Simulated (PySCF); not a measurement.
Theory: delta-SCF UKS SCAN, pcX-2 on the ionised atom, pcseg-1 elsewhere, spin-free X2C in PySCF 2.14.0. Geometries: PBE0-D3(BJ)/def2-SVP; isolated species, one conformer each. Values against the vacuum level.

Question: Rank by computed C 1s binding energy, lowest first.
A. C4 in `[CH3:1][C:2](=[O:3])/[CH:4]=[CH:5]/[N:6]([CH3:7])[CH3:8]`
B. C2 in `[CH:1]#[C:2][CH2:3][B:4]([OH:5])[OH:6]`
C. C1 in `[CH2:1]=[C:2]([O:3][CH3:4])[N:5]([GeH3:6])[GeH3:7]`
D. C5 in `[CH3:1][CH2:2][CH2:3][CH2:4][CH2:5][SiH3:6]`

Answer: C (288.94 eV), A (289.33 eV), D (290.10 eV), B (290.99 eV).

The highest is bonded to C (triple bond) and C, the lowest to C (double bond) and 2 H; the range is 2.05 eV.

1 of these hole states is spin-contaminated (⟨S²⟩ 0.87, against 0.75; counted from 0.85) and less certain.
